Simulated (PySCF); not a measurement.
A structure optimised at B3LYP-D3(BJ)/def2-SVP, used in a PySCF frequency run:

```xyz
11

F      2.5126     0.8692     0.8842
Si     1.4070     0.2977    -0.1753
C      0.2894     1.6820    -0.8963
N     -0.9561     1.2543    -0.2292
Si    -0.7210    -0.2450     0.6108
Cl    -1.6022    -1.9258    -0.2897
H      2.1487    -0.5474    -1.1489
H      0.2264     1.6707    -2.0011
H      0.6180     2.6913    -0.5867
H     -1.8097     1.7703    -0.4245
H     -1.2082    -0.2790     2.0145
```
Charge 0, spin multiplicity 1.

Write its SMILES and formula.

F[Si@@H]1CN[Si@H]1Cl, CH5ClFNSi2

What are its rotational constants (standard atomic weights)?

3.3914, 1.0857, 0.94867 GHz
